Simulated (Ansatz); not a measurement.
C2H6AuClS, charge +1, doublet, geometry from GFN2-xTB (such geometries of metal compounds can be far from the true shape) (the multiplicity is a formal guess) (core potentials on Au); SVWN5/def2-SVP (Ansatz, a first-principles code).

Input for Ansatz:
Ansatz 0.2 input:
```yaml
crystal:
  periodic: [false, false, false]
  atoms:
    - {symbol: Au, position_ang: [0.23980938, -0.44350797, -0.06556171]}
    - {symbol: Cl, position_ang: [2.43196466, -0.81483368, 0.44193089]}
    - {symbol: C, position_ang: [-1.37899306, 2.30414288, -1.20320327]}
    - {symbol: S, position_ang: [-1.80732456, 0.81928023, -0.26419011]}
    - {symbol: C, position_ang: [-2.10607865, 1.53041251, 1.37137327]}
    - {symbol: H, position_ang: [-0.56592812, 2.84198638, -0.72392865]}
    - {symbol: H, position_ang: [-2.26303264, 2.93677054, -1.25747208]}
    - {symbol: H, position_ang: [-1.09393932, 1.99932227, -2.20596421]}
    - {symbol: H, position_ang: [-1.25052427, 2.11347128, 1.70019473]}
    - {symbol: H, position_ang: [-2.29971917, 0.71618792, 2.06364664]}
    - {symbol: H, position_ang: [-2.98757391, 2.16574771, 1.30809516]}
basis:
  gaussian:
    orbitals: def2-SVP
hamiltonian:
  xc: {name: SVWN5}
total_charge: 1
magnetization: {spin_polarized: true, initial_magnetization: 1}
```

**Question.** What does Ansatz print? Leave out banner, timings and long lists.

**Answer.** 
```
Functional definition: SVWN5
1384 factors; their error is unknown
mean field evaluation 1: about -29089.4398 eV, gradient 5.6e1 eV
mean field evaluation 2: about -29056.3272 eV, gradient 8.5e1 eV
mean field evaluation 4: about -29100.3993 eV, gradient 2.3e1 eV
mean field evaluation 8: about -29104.3754 eV, gradient 4.0e-1 eV
mean field evaluation 16: about -29104.3263 eV, gradient 4.5e-4 eV
mean field evaluation 32: about -29103.1815 eV, gradient 2.6e0 eV
mean field evaluation 64: about -29103.8281 eV, gradient 1.4e0 eV
mean field -29104.32627822 eV, -1069.5642631036 hartree, gradient 1.1e-5 eV, S^2 0.750902; 7 other end points of the search recorded, 0 dependent functions left out
reference -29104.32632064 eV, -1069.5642646628 hartree; 35, 34 occupied and 91, 92 virtual orbitals, 1384 factors
Total energy: -29104.32632064 eV, -1069.5642646628 hartree
```
